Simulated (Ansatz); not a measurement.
Conformers of H$_{6}$O$_{3}$Si$_{2}$, SMILES `O[SiH2][SiH](O)O`, each relaxed with PBE0-D4/def2-TZVP in Ansatz. CBS adds the triple-zeta coupled-cluster correction to the MP2 limit.

Not all of them had a frequency check.

Conformer A:

```xyz
11

O    -0.831    1.082    1.874
Si    0.423    1.185    0.801
Si    0.375   -0.781   -0.492
O     0.606   -0.545   -2.105
O    -1.158   -1.291   -0.116
H    -1.471    0.399    1.657
H     1.690    1.367    1.559
H     0.269    2.374   -0.090
H     1.356   -1.848   -0.167
H     0.180    0.215   -2.506
H    -1.439   -2.157   -0.416
```

Conformer B:

Z-matrix (Å, degrees):
```
Si
Si 1 2.359
O 1 1.669 2 99.8
H 1 1.492 2 114.9 3 -118.4
H 1 1.493 2 114.4 3 117.8
O 2 1.643 1 113.5 3 -114.9
O 2 1.645 1 102.5 3 7.1
H 2 1.480 1 115.3 3 126.4
H 3 0.958 1 118.7 2 -178.3
H 6 0.958 2 118.0 1 55.9
H 7 0.963 2 114.4 1 -7.1
```

**Question.** Which is lowest in electronic energy at CCSD(T)/CBS (frozen core, def2 sets), and by how much? (An estimate is asked.)

**Answer.** The calculation gave: A; B lies 1.8 kJ/mol higher. Gaps under about 2 kJ/mol don't settle the order.

**Question.** Give the energies relative to A (kJ/mol) with PBE-D4/def2-TZVPP, PBE/def2-TZVPP, B3LYP/def2-TZVPP, MP2/def2-TZVPP, MP2/def2-QZVPP, HF/CBS(def2), CCSD/CBS(def2). (An estimate is asked.)

**Answer.** The calculation gave: 
| level | B |
| --- | --- |
| PBE-D4/def2-TZVPP | 1.9 |
| PBE/def2-TZVPP | 2.0 |
| B3LYP/def2-TZVPP | 2.3 |
| MP2/def2-TZVPP | 2.2 |
| MP2/def2-QZVPP | 2.0 |
| HF/CBS(def2) | 2.9 |
| CCSD/CBS(def2) | 2.0 |

B3LYP here is the variant with VWN-RPA as its local correlation; programs differ in this.
